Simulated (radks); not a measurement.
Q: Excited configurations of the tungsten ion W+: one electron is placed in a higher orbital outside [Xe] 4f14 5d4. The ground configuration is [Xe] 4f14 5d4 6s1. Calculated with a radial shooting solver on a logarithmic mesh with Libxc functionals: Dirac Kohn-Sham, PBE, spin-unpolarised, spherical densities, point nucleus; open shells are shared between the two j in proportion to 2j + 1. Excitation = E - E(ground); binding = E(ion) - E, where the ion is the core of charge +2; n* = 2/sqrt(2 binding) in atomic units, and the quantum defect is n - n*. Eigenvalue and <r> are those of j = l + 1/2.

| outer orbital | excitation (eV) | binding (eV) | n* | quantum defect | eigenvalue (eV) | <r> (bohr) |
|---|---|---|---|---|---|---|
| 5f | 12.104 | 3.578 | 3.900 | 1.100 | -2.496 | 8.404 |
| 6d | 10.374 | 5.308 | 3.202 | 2.798 | -3.855 | 6.547 |
| 6f | 13.234 | 2.448 | 4.715 | 1.285 | -1.826 | 14.24 |
| 7s | 9.240 | 6.442 | 2.907 | 4.093 | -5.073 | 6.610 |
| 7p | 10.697 | 4.985 | 3.304 | 3.696 | -3.821 | 8.208 |
| 7d | 12.464 | 3.218 | 4.112 | 2.888 | -2.464 | 11.88 |
| 7f | 13.936 | 1.746 | 5.583 | 1.417 | -1.362 | 21.50 |

Estimate the row for 6p.

A: excitation (eV) 5.400; binding (eV) 10.282; n* 2.301; quantum defect 3.699; eigenvalue (eV) -7.312; <r> (bohr) 3.944. The Delta-SCF ionisation energy is 15.682 eV (NIST Atomic Spectra Database: 16.4 eV, semi-empirical). Self-interaction in the functional shifts the binding energies and quantum defects, so they are the method's values and not measured ones. Spin polarisation and multiplet splitting are left out, so open shells lie too high by an amount that depends on their filling. Sharing an open shell by 2j + 1 raises it above the true ground level by a part of the spin-orbit splitting, which enters the differences from NIST.

Beside tabulated values, note that spin-unpolarised runs miss the spin-polarisation part of the exchange energy of open shells.
